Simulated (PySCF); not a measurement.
This script is equivalent to a calculation on Cu⁺ (copper, charge +1).

```python
from pyscf import gto, scf, dft, mp, cc
import basis_set_exchange as bse
mol = gto.M(atom="Cu 0 0 0", charge=1, spin=0, symmetry="D2h",
            basis=gto.basis.parse(bse.get_basis("cc-pVDZ-DK", elements=["Cu"], fmt="nwchem", header=False)),
            nucmod="G")
mf = dft.UKS(mol, xc="MN15").sfx2c1e()
mf.irrep_nelec = {'Ag': (5, 5), 'B1g': (1, 1), 'B2g': (1, 1), 'B3g': (1, 1), 'B1u': (2, 2), 'B2u': (2, 2), 'B3u': (2, 2)}
mf.kernel()
```

(1) What total energy does it give?

(2) Which occupied shell lies highest, and where?

## Answers

(1) -1655.553 hartree (calculated).

(2) 3d, at -16.785 eV.
